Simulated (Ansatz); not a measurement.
Reaction (redistribution): `[OH][SnH]([F])[F]` + `[F][GeH2][O]C(F)(F)F` → `[F][SnH]([F])[O]C(F)(F)F` + `[OH][GeH2][F]`

Program: Ansatz. Geometries: PBE0-D4/def2-TZVP. ΔE: electronic, gas phase. CCSD(T)/CBS is the MP2 limit (def2-TZVPP, def2-QZVPP) plus CCSD(T) − MP2 in def2-TZVPP, frozen cores. DFT in def2-TZVPP. B3LYP here is the variant with VWN-RPA as its local correlation; programs differ in this. def2 core potentials past Kr. For Ge, Sn outer-core shells are correlated without core-valence functions, which leaves a few kJ/mol of doubt a bond. Scalar relativity is left out up to krypton. One conformer a species, not always the lowest.

`[OH][SnH]([F])[F]`:

Z-matrix (Å, degrees):
```
Sn
F 1 1.904
F 1 1.904 2 102.4
O 1 1.929 2 107.5 3 -113.1
H 1 1.682 2 112.3 3 120.7
H 4 0.961 1 113.7 2 55.1
```

`[F][GeH2][O]C(F)(F)F`:

```xyz
9

F    -1.124   -0.308   -1.955
Ge    0.315    0.407   -1.329
O     0.658   -0.430    0.220
C    -0.128   -0.399    1.291
F     0.605   -0.443    2.399
F    -0.877    0.721    1.345
F    -0.972   -1.431    1.322
H     1.490   -0.003   -2.205
H     0.033    1.886   -1.088
```

`[F][SnH]([F])[O]C(F)(F)F`:

Z-matrix (Å, degrees):
```
Sn
F 1 1.890
O 1 1.962 2 107.5
F 1 1.890 2 105.5 3 114.5
H 1 1.680 2 113.8 3 -120.2
C 3 1.330 1 124.4 2 56.6
F 6 1.332 3 111.2 1 119.9
F 6 1.331 3 111.2 1 -120.1
F 6 1.350 3 111.8 1 -0.1
```

`[OH][GeH2][F]`:

Cartesian coordinates in Å:
```
O 0.536 1.176 0.476
Ge -0.340 -0.203 -0.181
F 0.744 -1.064 -1.231
H 1.252 0.930 1.066
H -0.728 -1.212 0.908
H -1.464 0.373 -1.038
```

| level | ΔE (kJ/mol) | difference from CCSD(T)/CBS |
| --- | --- | --- |
| PBE-D4 | 3.2 | 1.9 |
| PBE0-D4 | 2.7 | 1.4 |
| ωB97X-V | 2.4 | 1.1 |
| ωB97M-V | 2.6 | 1.3 |
| B2PLYP | 3.6 | 2.3 |
| PBE | 3.6 | 2.3 |
| r2SCAN | 2.2 | 0.9 |
| B3LYP | 4.1 | 2.8 |
| MP2/def2-TZVPP | 3.1 | 1.8 |
| SCS-MP2/def2-TZVPP | 3.0 | 1.7 |
| HF/def2-QZVPP | 1.0 | -0.3 |
| MP2/def2-QZVPP | 2.3 | 1.0 |
| SCS-MP2/def2-QZVPP | 2.2 | 0.9 |
| HF/CBS(def2) | 0.9 | -0.4 |
| MP2/CBS(def2) | 2.3 | 1.0 |
| CCSD/CBS(def2) | 1.5 | 0.2 |
| CCSD(T)/CBS | 1.3 | 0 |

Largest T1 diagnostic among the species: 0.015.
